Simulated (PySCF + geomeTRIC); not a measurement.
Computed with B3LYP-D3(BJ)/def2-TZVP (PySCF + geomeTRIC). fastk is a local helper that only speeds up exchange builds. No frequencies were computed at this level.

```python
import json, numpy as np
from pyscf import gto, dft
from fastk import lowrank_exchange
atoms = """
N      1.730992    -0.285394    -0.009378
C      0.653996     0.100731    -0.000226
S     -0.918407     0.702124     0.013856
H     -1.466581    -0.517461    -0.004252
"""
def scf(charge, spin, dm0=None):
    mol = gto.M(atom=atoms, basis='def2-tzvp', ecp={}, charge=charge, spin=spin, verbose=3, max_memory=5040)
    mf = dft.KS(mol, xc='b3lyp').density_fit(auxbasis="def2-universal-jkfit")
    mf.disp = 'd3bj'
    mf.grids.level = 3
    mf.conv_tol = 1e-8
    mf.max_cycle = 60
    mf.kernel(dm0)
    if not mf.converged:
        mf = mf.newton().run(mf.mo_coeff, mf.mo_occ).undo_soscf()
    return mf
mf = scf(0, 0)
from pyscf.geomopt.geometric_solver import kernel as optimize
path = []
done, mol = optimize(mf, maxsteps=80, assert_convergence=False, callback=lambda env: path.append((env["energy"], bool(env["g_scanner"].converged))))
res = dict(converged=bool(done and path[-1][1]), energy=path[-1][0], path=[e for e, c in path], xyz=mol.atom_coords(unit="Angstrom").tolist(), nao=mol.nao)
json.dump(res, open("result.json", "w"))
```

Output:

```
converged SCF energy = -491.692056959382
Geometry optimization cycle 1
converged SCF energy = -491.692056959864
cycle 1: E = -491.69205696  dE = -491.692  norm(grad) = 0.0314359
Geometry optimization cycle 2
converged SCF energy = -491.692488923966
cycle 2: E = -491.692488924  dE = -0.000431964  norm(grad) = 0.00484027
Geometry optimization cycle 3
converged SCF energy = -491.69252433418
cycle 3: E = -491.692524334  dE = -3.54102e-05  norm(grad) = 0.00197551
Geometry optimization cycle 4
converged SCF energy = -491.69253612282
cycle 4: E = -491.692536123  dE = -1.17886e-05  norm(grad) = 0.00143889
Geometry optimization cycle 5
converged SCF energy = -491.692542122488
cycle 5: E = -491.692542122  dE = -5.99967e-06  norm(grad) = 0.000162463
Geometry optimization cycle 6
converged SCF energy = -491.692542164223
cycle 6: E = -491.692542164  dE = -4.17342e-08  norm(grad) = 4.78965e-05
<class 'geometric.internal.Distance'> : 3
<class 'geometric.internal.Angle'> : 1
<class 'geometric.internal.LinearAngle'> : 2
<class 'geometric.internal.TranslationX'> : 1
<class 'geometric.internal.TranslationY'> : 1
<class 'geometric.internal.TranslationZ'> : 1
<class 'geometric.internal.RotationA'> : 1
<class 'geometric.internal.RotationB'> : 1
<class 'geometric.internal.RotationC'> : 1
Step    0 : Gradient = 1.572e-02/2.465e-02 (rms/max) Energy = -491.6920569599
Step    1 : Displace = 2.798e-02/4.426e-02 (rms/max) Trust = 1.000e-01 (=) Grad = 2.420e-03/3.704e-03 (rms/max) E (change) = -491.6924889240 (-4.320e-04) Quality = 0.944
Step    2 : Displace = 5.014e-03/6.638e-03 (rms/max) Trust = 1.414e-01 (+) Grad = 9.878e-04/1.448e-03 (rms/max) E (change) = -491.6925243342 (-3.541e-05) Quality = 1.165
Step    3 : Displace = 3.289e-03/4.616e-03 (rms/max) Trust = 2.000e-01 (+) Grad = 7.194e-04/1.018e-03 (rms/max) E (change) = -491.6925361228 (-1.179e-05) Quality = 1.502
Step    4 : Displace = 4.892e-03/5.664e-03 (rms/max) Trust = 2.828e-01 (+) Grad = 8.123e-05/1.081e-04 (rms/max) E (change) = -491.6925421225 (-6.000e-06) Quality = 0.996
Step    5 : Displace = 3.397e-04/5.231e-04 (rms/max) Trust = 3.000e-01 (+) Grad = 2.395e-05/3.342e-05 (rms/max) E (change) = -491.6925421642 (-4.173e-08) Quality = 0.748
Converged! =D
```

Cost: around 40 core-seconds (rough).
